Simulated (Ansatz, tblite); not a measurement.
Spin states of the cluster AsSe₂ (the lowest doublet isomer of a short search), each relaxed with PBE0-D4/def2-TZVP in Ansatz. Electronic energies in the gas phase.

The xTB rows come from tblite. Correlated methods freeze 27 core orbitals; core or outer-core shells of As, Se are correlated, in sets that lack core-valence functions. The rows differ in basis, and correlated rows in double-zeta sets carry the largest basis error. In CCSD on the charge 0 quartet the largest single amplitude is 0.24, so its Hartree–Fock determinant may place the open shell otherwise than the density functionals do. The structure comes from a short search, and lower isomers may exist.

Doublet geometry (C2v within 0.1 Å):

```xyz
3

As   -0.240    1.243   -0.452
Se   -0.968   -0.958   -0.121
Se    1.208   -0.285    0.573
```

Quartet geometry (C2v within 0.1 Å):

```csv
atom,x (Å),y (Å),z (Å)
As1,-1.170,-0.353,0.238
Se2,0.104,1.322,-0.785
Se3,1.066,-0.969,0.547
```

⟨S²⟩: doublet 0.76 at PBE0-D4/def2-TZVP (pure 0.75), quartet 3.76 at PBE0-D4/def2-TZVP (pure 3.75).

Only these spin states were relaxed.

| level | quartet − doublet (kcal/mol) | lowest of these |
| --- | --- | --- |
| GFN1-xTB | 49.9 | doublet |
| GFN2-xTB | 34.6 | doublet |
| HF/def2-SVP | 17.9 | doublet |
| revPBE-D4/def2-TZVP | 23.9 | doublet |
| BLYP-D4/def2-TZVP | 22.3 | doublet |
| r2SCAN-D4/def2-TZVP | 24.3 | doublet |
| r2SCAN0-D4/def2-TZVP | 25.2 | doublet |
| CAM-B3LYP-D4/def2-TZVP | 26.6 | doublet |
| RPA@PBE/def2-TZVP | 25.7 | doublet |
| MP2/def2-SVP | 28.6 | doublet |
| MP2/def2-TZVP | 35.0 | doublet |
| CCSD/def2-SVP | 23.9 | doublet |

Change of the quartet − doublet gap on mixing in exact exchange, in kcal/mol: r2SCAN to r2SCAN0 (25 % exact exchange) 1.0.

The xTB methods have no spin-polarisation term.
